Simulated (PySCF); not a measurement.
## Radial density of Ti+ (titanium, charge +1)

PBE0, [Ar] 3d2 4s1, high-spin 4F determinant. Computed with PySCF 2.14 in cc-pVTZ, with no relativity, point nucleus.

```tsv
r (bohr)	4πr²ρ (e/bohr)	4πr²(ρα − ρβ)
0.00124	0.1308	0.0001
0.00209	0.3564	0.0002
0.00351	0.9472	0.0004
0.00591	2.412	0.0011
0.00994	5.718	0.0026
0.0167	12.02	0.0054
0.0281	20.73	0.0085
0.0473	26.02	0.0075
0.0795	21.90	-0.0002
0.134	20.60	0.0117
0.225	27.98	0.0873
0.379	15.90	0.3332
0.637	8.308	1.0249
1.07	9.195	1.2910
1.80	2.344	0.8662
3.03	0.5621	0.5300
5.10	0.08182	0.0818
8.57	0.0008455	0.0008
```
